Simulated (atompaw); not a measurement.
**Scattering properties, PAW (atompaw) potential for praseodymium (Pr)**

Pr (Z = 59), PAW, made with atompaw 4.2.0.5 (PBE, scalar-relativistic). Core [Kr] 4d10, reference 4f3 5s2 5p6 5d0 6s1 6p1. Waves: 5s (bound): rc 1.85 bohr; 6s (bound): rc 3.00 bohr; 5p (bound): rc 2.05 bohr; 6p (bound): rc 3.00 bohr; 5d (bound, empty): rc 3.00 bohr; 5d channel at 1.55 Ry: rc 3.00 bohr; 4f (bound): rc 2.00 bohr; 4f channel at 0.65 Ry: rc 2.00 bohr. Local part: ultrasoft scheme with l = 4 at 0 Ry, radius 2.30 bohr. Core correction: smooth core density matched at 2.25 bohr. Augmentation charge: sinc compensation charge, radius 2.50 bohr; PAW radius 3.00 bohr; waves and projectors: custom rrkj vanderbiltortho.

The phase is arctan(r·u′/u) with u = r·R(r), unwrapped; energies in Ry, scanned from -5 to 5 Ry. A pole is an energy at which the radial function vanishes at the test radius. The pseudo phase is shifted by a multiple of π to meet the all-electron one at the reference energy, and phase errors are pseudo minus all-electron; the curves can meet again beyond the range given. Levels narrower than the energy grid can be missing from the lists of poles.

```
channel  radius (bohr)  reference energy (Ry)  poles, all-electron      poles, pseudo  unbroken range about the reference energy with phases within 0.05 rad  phase error 1 Ry above the reference energy (rad)
      s           3.02                  -0.30          -2.88, 2.68  -2.88, 2.90, 4.94                                                              below 4.4                                             +0.011
      p           3.02                  -0.13          -1.45, 3.90        -1.45, 4.15                                                        the whole range                                             +0.007
      d           3.02                  -0.21                 0.63               0.63                                                              below 2.7                                             +0.001
      f           3.02                  -0.17          -0.11, 3.25        -0.11, 3.26                                                        the whole range                                             +0.000
```

Phases in the f channel:

```csv
E (Ry),all-electron,pseudo
-5.00,1.429,1.429
-4.52,1.422,1.422
-4.04,1.415,1.415
-3.56,1.405,1.405
-3.08,1.395,1.395
-2.60,1.381,1.381
-2.12,1.364,1.364
-1.64,1.341,1.341
-1.16,1.307,1.307
-0.68,1.241,1.241
-0.20,-0.538,-0.538
0.28,-1.899,-1.899
0.76,-2.118,-2.118
1.24,-2.747,-2.747
1.72,-4.017,-4.017
2.20,-4.457,-4.457
2.68,-4.614,-4.613
3.16,-4.700,-4.699
3.64,-4.764,-4.762
4.12,-4.828,-4.824
4.60,-4.912,-4.903
```
